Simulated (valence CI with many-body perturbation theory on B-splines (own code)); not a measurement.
The numbers below are computed, except where a source is named.
## Energy levels of Yb21+

Level of theory: relativistic CI+MBPT: three valence electrons over a frozen Dirac-Fock core [Kr] 4d10, a basis of 8 s, 8 p, 9 d, 9 f, 6 g, 3 h, 2 i functions for each j, with the one-electron correlation potential Σ1, the two-electron term Σ2, the three-electron term Σ3, Breit, model QED; selected CI, second order for the rest (own B-spline code, finite nucleus).

No measured spectrum was set against this ion. As an estimate, terms of the open shell hold to a few per cent of their energy, and close levels can change places. Core correlation moves these levels by up to 44000 cm⁻¹, and in measured spectra 5 to 20 % of such shifts remained as error; rates that hang on mixing are uncertain with them.

Levels 46 to 64 of 64, with energies above the lowest level, 4f3 4I°_9/2. "Leading %" is the weight of the configuration and term that name the level; weights of strongly mixed levels are sums over their largest components and can fall short.

```
No.  Configuration  Term     J  E (cm⁻¹)  Leading %  Second component      g
 46         4f2.5s    4F   5/2    534030         77    15 % 4f2.5s 2F  1.017
 47         4f2.5s    2H   9/2    537650         56    31 % 4f2.5s 4H  0.959
 48         4f2.5s    4F   7/2    542560         89     9 % 4f2.5s 2G  1.197
 49         4f2.5s    4F   9/2    544810         53    29 % 4f2.5s 2G  1.192
 50         4f2.5s    4H  13/2    545660         97                    1.225
 51         4f2.5s    2G   7/2    549660         55    36 % 4f2.5s 2F  0.982
 52         4f2.5s    2F   5/2    549800         75    20 % 4f2.5s 4F  0.905
 53         4f2.5s    2H  11/2    555760         87     8 % 4f2.5s 4H  1.085
 54         4f2.5s    2G   9/2    563810         54    42 % 4f2.5s 4F  1.195
 55         4f2.5s    2F   7/2    569420         63    29 % 4f2.5s 2G  1.067
 56         4f2.5s    2D   5/2    572510         55    35 % 4f2.5s 4P  1.305
 57         4f2.5s    2D   3/2    573950         68    14 % 4f2.5s 4P  0.954
 58         4f2.5s    4P   1/2    576570         92     4 % 4f2.5s 2P  2.556
 59         4f2.5s    4P   3/2    583280         83     9 % 4f2.5s 2P  1.624
 60         4f2.5s    2I  13/2    586390         97                    1.079
 61         4f2.5s    2I  11/2    586720         95                    0.928
 62         4f2.5s    2P   1/2    591950         93     5 % 4f2.5s 4P  0.784
 63         4f2.5s    4P   5/2    594540         64    33 % 4f2.5s 2D  1.451
 64         4f2.5s    2P   3/2    602610         80    16 % 4f2.5s 2D  1.249
```

Names give the largest LS component (configuration and term), which can be under half, so a name can repeat, a term be missing and a line seem to break the LS rules; names also repeat where a configuration has a term twice.
